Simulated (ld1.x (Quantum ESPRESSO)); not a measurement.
**Scattering properties, RRKJ potential for hafnium**

```
Element                 : Hf
Generator               : ld1.x (Quantum ESPRESSO) 7.5
Type                    : norm-conserving RRKJ (Kleinman–Bylander form)
Functional              : PBE
Relativity              : scalar-relativistic
Frozen core             : [Kr] 4d10 4f14 5s2
Valence charge          : 10
Reference configuration : 5p6 5d2 6s2 6p0
Partial waves           : 5p (bound): rc 2.15 bohr; 5d (bound): rc 2.25 bohr; 6s (bound): rc 2.10 bohr
Local potential         : the s channel
Core correction         : a·sin(br)/r model core inside 0.95 bohr
rho0                    : 0.02
```

The phase is arctan(r·u′/u) with u = r·R(r), unwrapped; energies in Ry, scanned from -5 to 5 Ry. A pole is an energy at which the radial function vanishes at the test radius. The pseudo phase is shifted by a multiple of π to meet the all-electron one at the reference energy, and phase errors are pseudo minus all-electron; the curves can meet again beyond the range given. Levels narrower than the energy grid can be missing from the lists of poles.

Problem. For each channel, where are the poles, and over which energies does the pseudopotential scatter like the atom?

Solution.

```tsv
channel	radius (bohr)	reference energy (Ry)	poles, all-electron	poles, pseudo	unbroken range about the reference energy with phases within 0.05 rad	phase error 1 Ry above the reference energy (rad)
s	2.44	-0.38	-4.85, 3.78	1.00	-4.2 to 0.0	-0.328
p	2.44	-2.61	-2.36	-2.35	below -0.6	+0.018
d	2.44	-0.20	0.94	1.03	below 2.1	+0.015
```

Phases in the d channel:

| E (Ry) | all-electron | pseudo |
| --- | --- | --- |
| -5.00 | 1.381 | 1.383 |
| -4.74 | 1.375 | 1.377 |
| -4.48 | 1.369 | 1.371 |
| -4.22 | 1.362 | 1.364 |
| -3.96 | 1.354 | 1.357 |
| -3.70 | 1.346 | 1.348 |
| -3.44 | 1.336 | 1.339 |
| -3.18 | 1.324 | 1.328 |
| -2.92 | 1.311 | 1.315 |
| -2.66 | 1.295 | 1.299 |
| -2.40 | 1.276 | 1.281 |
| -2.14 | 1.252 | 1.258 |
| -1.88 | 1.222 | 1.228 |
| -1.62 | 1.180 | 1.187 |
| -1.36 | 1.121 | 1.129 |
| -1.10 | 1.028 | 1.037 |
| -0.84 | 0.861 | 0.871 |
| -0.58 | 0.506 | 0.515 |
| -0.32 | -0.238 | -0.236 |
| -0.06 | -0.939 | -0.938 |
| 0.20 | -1.264 | -1.258 |
| 0.46 | -1.423 | -1.412 |
| 0.72 | -1.516 | -1.502 |
| 0.98 | -1.579 | -1.561 |
| 1.24 | -1.628 | -1.605 |
| 1.50 | -1.668 | -1.640 |
| 1.76 | -1.706 | -1.671 |
| 2.02 | -1.742 | -1.698 |
| 2.28 | -1.780 | -1.724 |
| 2.54 | -1.823 | -1.750 |
| 2.80 | -1.873 | -1.777 |
| 3.06 | -1.937 | -1.806 |
| 3.32 | -2.023 | -1.838 |
| 3.58 | -2.148 | -1.875 |
| 3.84 | -2.345 | -1.920 |
| 4.10 | -2.671 | -1.976 |
| 4.36 | -3.157 | -2.047 |
| 4.62 | -3.652 | -2.142 |
| 4.88 | -3.990 | -2.276 |
